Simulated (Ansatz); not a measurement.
A nudged elastic band was laid between two geometries of BCl2HO + H2 (7 atoms, charge 0, multiplicity 1).

The calculation used Ansatz, RKS B3LYP-D4/def2-SVP.

| Quantity | Value |
| --- | --- |
| movable images | 5 |
| climbing image | yes |
| spring | 0.5 eV/Å² |
| optimiser | quadratic models (default) |
| start path | through a guess of the saddle point |
| force threshold | 0.05 eV/Å |
| iteration limit | 60 |
| end points | relaxed |

First end point:

```xyz
7
Properties=species:S:1:pos:R:3
B 0.124 -0.706 -0.143
O 0.491 -0.414 1.110
H 0.223 0.470 1.403
Cl 0.542 -2.278 -0.813
Cl -0.775 0.463 -1.139
H -0.594 2.300 1.326
H -0.344 2.383 2.041
```

Last end point:

```xyz
7
Properties=species:S:1:pos:R:3
B 0.154 0.420 -0.100
O 0.070 0.612 1.557
H 0.261 -0.273 1.926
Cl 0.646 -1.344 -0.250
Cl -1.571 0.793 -0.610
H 0.975 1.206 -0.480
H -0.869 0.805 1.743
```

(1) Which bonds break or form, and what moves?

(2) Give the energies along the band, and the barrier.

(3) What is the geometry of the highest image?

## Answers

(1) Bonds broken: H6–H7. Bonds formed: B1–H6, O2–H7. BCl2HO + H2 becomes BCl2H3O.

(2) The run converged. The highest image is number 3 of 0 to 6, 2.03 eV above the first end and 1.23 eV above the last; the last end lies 0.79 eV above the first. Neighbouring images differ by up to 2.0 eV, so the band resolves the path poorly. Another band between the same ends (5 images) ends at a top of the same energy, where a vibrational analysis finds 1 clearly imaginary mode. The orbitals stay closed-shell, which can raise the energy where a bond breaks towards radicals; this wasn't checked here.

| image | path coordinate (Å) | energy (eV) | H6–H7 (Å) | B1–H6 (Å) | O2–H7 (Å) |
| --- | --- | --- | --- | --- | --- |
| 0 | 0.00 | 0.00 | 0.76 | 3.42 | 3.06 |
| 1 | 1.66 | 0.03 | 0.76 | 3.30 | 3.18 |
| 2 | 3.32 | 0.05 | 0.76 | 2.98 | 2.71 |
| 3 | 4.97 | 2.03 | 1.04 | 1.37 | 1.27 |
| 4 | 6.77 | 0.91 | 2.64 | 1.21 | 0.97 |
| 5 | 8.58 | 0.89 | 2.30 | 1.21 | 0.97 |
| 6 | 10.38 | 0.79 | 2.92 | 1.20 | 0.98 |

(3) 
```xyz
7
Properties=species:S:1:pos:R:3
B 0.046 0.136 0.134
O -0.067 0.102 1.668
H -0.998 0.200 1.927
Cl 1.235 -1.029 -0.517
Cl -1.564 0.278 -0.672
H 0.626 1.381 0.129
H 0.388 1.149 1.116
```

Run time: 5.8 min on 1 thread of Arm Neoverse V1 (shared host), peak memory 0.15 GiB.
